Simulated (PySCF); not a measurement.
Species: `O([C@@H](CCl)[Si](Cl)(Cl)Cl)[SiH3]`. The columns A, B, C and D hold Mulliken, IAO, Hirshfeld and ESP-fitted charges (e) of one PBE0/pcSseg-1 density (PySCF), in a shuffled order. Coordinates in Å (GFN2-xTB); the density's dipole moment is (-2.76, 0.14, 0.19) D.

```
atom       x       y       z       A       B       C       D
 Si1  -2.163  -0.638   0.891  +0.388  +0.608  +0.870  +0.702
  O2  -0.586  -0.250   0.779  -0.217  -0.360  -0.640  -0.637
  C3   0.194  -0.025  -0.369  -0.047  +0.127  -0.183  -0.182
  C4   0.124   1.461  -0.706  -0.047  -0.569  -0.248  -0.170
 Cl5   1.116   1.825  -2.128  -0.049  -0.061  -0.092  -0.138
 Si6   1.967  -0.669   0.054  +0.349  +0.032  +1.044  +1.000
 Cl7   2.916   0.740   1.132  -0.082  -0.016  -0.271  -0.254
 Cl8   1.739  -2.339   1.149  -0.093  -0.043  -0.266  -0.252
 Cl9   2.997  -1.107  -1.624  -0.100  -0.035  -0.271  -0.244
 H10  -2.246  -0.738   2.336  -0.068  -0.103  -0.118  -0.097
 H11  -3.009   0.412   0.314  -0.081  -0.132  -0.154  -0.119
 H12  -2.428  -1.885   0.168  -0.078  -0.124  -0.147  -0.109
 H13  -0.220  -0.587  -1.216  +0.035  +0.150  +0.140  +0.151
 H14  -0.904   1.750  -0.930  +0.050  +0.262  +0.167  +0.174
 H15   0.498   2.058   0.126  +0.039  +0.265  +0.170  +0.176
```

Q: Which column most likely holds the ESP-fitted charges?

A: B. Σ q r misses the density's dipole by 0.08 D (B), 0.78 D (D), 0.82 D (C), 1.60 D (A). Charges fitted to the outside potential are the only set here that is tied to the molecule's multipoles.

Q: And the Hirshfeld charges?

A: A. The mean sizes are 0.115 e (A), 0.193 e (B), 0.294 e (D), 0.319 e (C), and Hirshfeld charges are commonly the smallest of these schemes.

As computed, A = Hirshfeld, B = ESP-fitted, C = IAO, D = Mulliken. Hydrogens on carbon: Hirshfeld +0.04 to +0.05, ESP-fitted +0.15 to +0.26, IAO +0.14 to +0.17, Mulliken +0.15 to +0.18 e.

The IAO scheme counts the electrons in orthogonalised intrinsic atomic orbitals, a minimal basis polarised so that it spans the occupied orbitals exactly. The Hirshfeld scheme divides the density at each point in proportion to the densities of the neutral, spherically averaged free atoms.

Geometry: GFN2-xTB, one conformer, isolated molecule.

The values belong to the conformer `[SiH3:1][O:2][C@@H:3]([CH2:4][Cl:5])[Si:6]([Cl:7])([Cl:8])[Cl:9]`: Si1–O2–C3–C4 90°, O2–C3–C4–Cl5 179°, O2–C3–Si6–Cl7 -80°.
